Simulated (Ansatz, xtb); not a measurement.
# Two isomers of C3H10S2Si2

Structure a: `C=CS[SiH2]S[SiH2]C`, a singlet. Structure b: `CS[Si@@H]1C[SiH2]SC1`, a singlet. Both are isolated molecules in the gas phase, relaxed with PBE-D3(BJ)/def2-SVP, each in the lowest conformer that the search found.

Quicker runs give these differences E(b) − E(a): GFN2-xTB +5.4 kcal/mol; HF/STO-3G −39.9 kcal/mol (at GFN2-xTB geometries); r2SCAN-D4/def2-SVP −9.1 kcal/mol (at GFN2-xTB geometries).

Which of the two would you expect CCSD(T)/def2-SVP + ΔMP2/def2-TZVPP electronic energies to favour?

Structure b; the calculation gives E(b) − E(a) = −7.3 kcal/mol.

How the difference moves with the method:

```tsv
level	geometry	E(b) − E(a) (kcal/mol)	departure from the last row (kcal/mol)	job, with rough time for the two
GFN2-xTB	GFN2-xTB	+5.4	+12.8	optimisation, 0.53 s
HF/STO-3G	GFN2-xTB	−39.9	−32.6	single point, 0.54 s
r2SCAN-D4/def2-SVP	GFN2-xTB	−9.1	−1.8	single point, 5.4 s
PBE-D3(BJ)/def2-SVP	PBE-D3(BJ)/def2-SVP	−7.4	0.0	optimisation, 62 s
HF/def2-SVP	PBE-D3(BJ)/def2-SVP	−3.9	+3.4	part of the CCSD(T) run
MP2/def2-SVP	PBE-D3(BJ)/def2-SVP	−6.8	+0.6	part of the CCSD(T) run
CCSD(T)/def2-SVP	PBE-D3(BJ)/def2-SVP	−4.5	+2.8	single point
CCSD(T)/def2-SVP + ΔMP2/def2-TZVPP	PBE-D3(BJ)/def2-SVP	−7.3		single point, 1.7 min
```

As drawn, b has 1 C–S, 2 C–Si, 1 C–H in place of 1 C=C, 1 S–Si, 1 Si–H. Structure a has no ring, b a 5-membered ring.

GFN2-xTB puts the two in the other order. The largest departure from CCSD(T)/def2-SVP + ΔMP2/def2-TZVPP is that of HF/STO-3G, 32.6 kcal/mol. The last row adds to CCSD(T) the change of the MP2 difference between the two basis sets, here −2.8 kcal/mol.

With thermal terms from frequencies at re-optimised GFN2-xTB minima (ideal gas, soft modes damped towards free rotors, one conformer each, 298.15 K, 1 atm): the zero-point term adds +2.7 kcal/mol; ΔH is −5.5 and ΔG −3.5 kcal/mol.

The correlated steps freeze 23 core orbitals. Mirror images aren't counted in ΔG. Run with Ansatz 0.2.0, xtb 6.7.1; the last row on 4 threads of Arm Neoverse V1 on a shared host.
